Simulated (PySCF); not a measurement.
# Reading the logs of faulty runs: CH8N2Si

All numbers below are calculated, not measured. They come from PySCF 2.14.0, an open-source quantum chemistry program, on an isolated molecule that a program drew, which may never have been made. The molecule is CH8N2Si (charge 0, singlet), drawn as the SMILES string `CN[SiH2]N`.

Each row is a Hartree-Fock (HF) and frozen-core CCSD(T) single point in the cc-pV(D+d)Z basis, meant for a local HF minimum. Run 1 is clean. Each other run has one planted mistake out of seven kinds, and not every kind appears here: one electron removed, one electron added, multiplicity raised by two, geometry at a saddle point, minimal basis STO-3G, one bond length entered in bohr, all coordinates scaled. The reference is restricted for singlets and unrestricted otherwise, and also for a bond in bohr. Adding or removing an electron swaps singlet and doublet. Electrons count all cores. HOMO and LUMO are orbital energies over both spins, the gradient is its largest component, and the lowest frequency (negative if imaginary) is given only where the gradient is small. Bond lengths are over the 11 bonds as drawn. T1 is the CCSD diagnostic: over 0.02 (restricted) or 0.045 (unrestricted) a single reference is doubtful.

Geometry of the clean run:
```xyz
12
CH8N2Si, angstrom
C    -1.3246    1.2777    1.2929
N    -1.2740   -0.0896    0.8124
Si   -2.5777   -0.9490    0.1092
N    -3.1578   -0.0818   -1.2544
H    -1.5612    1.3485    2.3608
H    -2.0887    1.8287    0.7443
H    -0.3721    1.7874    1.1250
H    -0.5387   -0.6310    1.2242
H    -2.0185   -2.2999   -0.1551
H    -3.7824   -1.1186    0.9632
H    -2.5554    0.0957   -2.0361
H    -4.1045   -0.2122   -1.5566
```

| run | electrons | basis functions | <S^2> | HOMO (eV) | LUMO (eV) | gradient (hartree/bohr) | lowest frequency (cm^-1) | mean bond (Å) | longest bond (Å) | T1 | HF (hartree) | CCSD(T) (hartree) | mistake |
|---|---|---|---|---|---|---|---|---|---|---|---|---|---|
| 1 | 42 | 105 | 0.000 | -9.91 | 4.87 | 1.8e-05 | 122 | 1.2853 | 1.717 | 0.0099 | -440.41499 | -441.07374 | no fault |
| 2 | 43 | 105 | 0.754 | 4.26 | 8.83 | 2.7e-02 | - | 1.2853 | 1.717 | 0.0364 | -440.24609 | -440.93303 | one electron added |
| 3 | 42 | 32 | 0.000 | -7.48 | 13.79 | 3.2e-02 | - | 1.2853 | 1.717 | 0.0071 | -435.16523 | -435.39734 | minimal basis STO-3G |
| 4 | 42 | 105 | 2.011 | -1.97 | 0.64 | 8.5e-02 | - | 1.2853 | 1.717 | 0.0312 | -440.18592 | -440.82809 | multiplicity raised by two |
| 5 | 42 | 105 | 0.988 | -7.50 | 2.82 | 2.7e-02 | - | 1.4241 | 3.244 | 0.0174 | -440.27983 | -440.90596 | ? |
| 6 | 41 | 105 | 0.763 | -15.69 | -5.68 | 8.3e-02 | - | 1.2853 | 1.717 | 0.0198 | -440.13313 | -440.75573 | ? |

**Which mistake was planted in run 5, and what did it cost?**

The mean bond changes by a factor of 1.108 and the longest by 1.889, so the molecule wasn't scaled as a whole. A length L in bohr read as angstrom grows by (1/0.5292 - 1) L = 0.890 L. The 11 bonds together grew by 11 x 0.1388 = 1.527 Å, which gives L = 1.716 Å. That is the length of one of the N-Si bonds, 1.717 Å in the clean geometry. So the mistake is: one bond length entered in bohr. Subtracting run 1 and multiplying by 627.51 kcal/mol a hartree, the energy moved by 84.8 kcal/mol in HF and 105.3 kcal/mol in CCSD(T).

**Which mistake was planted in run 6, and what did it cost?**

It counts 41 electrons, one fewer than the clean run, at the same geometry and basis. So the mistake is: one electron removed. Subtracting run 1 and multiplying by 627.51 kcal/mol a hartree, the energy moved by 176.9 kcal/mol in HF and 199.6 kcal/mol in CCSD(T).

Cautions from the logs. Run 2: the HOMO is above zero, so the electron isn't bound and the energy depends on the basis.
